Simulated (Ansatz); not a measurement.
`O[SiH2]O` and `OCO[SiH2]O` differ in one atom or group.

Ansatz, PBE0-D4/def2-TZVP geometries, multiplicity 1. Each molecule was computed in one conformer, which needn't be the lowest.

| property | `O[SiH2]O` |
| --- | --- |
| HOMO–LUMO gap (B3LYP/def2-TZVPP) / eV | 8.85 |
| HOMO–LUMO gap (PBE/def2-TZVPP) / eV | 7.01 |
| LUMO energy (PBE0/def2-TZVPP) / eV | 0.50 |
| LUMO energy (B3LYP/def2-TZVPP) / eV | 0.16 |
| size of the dipole moment (B3LYP/def2-TZVPP) / D | 1.03 |
| HOMO–LUMO gap (ωB97M-V/def2-TZVPP) / eV | 13.21 |

**Question.** What does the change do to each property? (Estimate.)

**Answer.** Computed: 
```tsv
property	`OCO[SiH2]O`	shift
HOMO–LUMO gap (B3LYP/def2-TZVPP) / eV	8.67	-0.18
HOMO–LUMO gap (PBE/def2-TZVPP) / eV	6.76	-0.25
LUMO energy (PBE0/def2-TZVPP) / eV	0.64	0.14
LUMO energy (B3LYP/def2-TZVPP) / eV	0.29	0.13
size of the dipole moment (B3LYP/def2-TZVPP) / D	1.71	0.68
HOMO–LUMO gap (ωB97M-V/def2-TZVPP) / eV	13.09	-0.12
```

With PBE0 the HOMO rises by 0.31 eV and the LUMO rises by 0.14 eV, so the gap narrows by about 0.17 eV. PBE moves the HOMO by 0.36 eV and ωB97M-V by 0.24 eV. Dipoles are sizes alone; their direction can turn.

B3LYP here is the variant with VWN-RPA as its local correlation; programs differ in this.
